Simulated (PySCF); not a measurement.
# Electron correlation in B (boron, neutral)

[He] 2s2 2p1, 2P determinant. All numbers are calculated (PySCF 2.14, scalar relativity by spin-free X2C-1e, in cc-pVDZ-DK). Frozen: 1s2; 3 electrons correlated.

MP2 pair energies summed by pair of shells (mhartree):

```csv
pair,energy,share (%)
2s-2s,-21.87,59.9
2s-2p,-14.64,40.1
```

Total MP2 correlation energy: -36.51 mhartree.

Same-spin part -2.46 and opposite-spin part -34.06 mhartree; SCS-MP2 scales them by 1/3 and 6/5 to -41.69 mhartree.

| level | correlation energy (mhartree) |
| --- | --- |
| CCSD | -58.64 |
| (T) | -0.80 |
| CCSD(T) | -59.44 |

Diagnostics: T1 = 0.011, D1 = 0.0216, largest double amplitude 0.131.

Problem. Is a single reference adequate?

Solution. Mostly. T1 lies below 0.03, but a double amplitude of this size points to a near-degeneracy that CCSD handles and MP2 describes poorly.
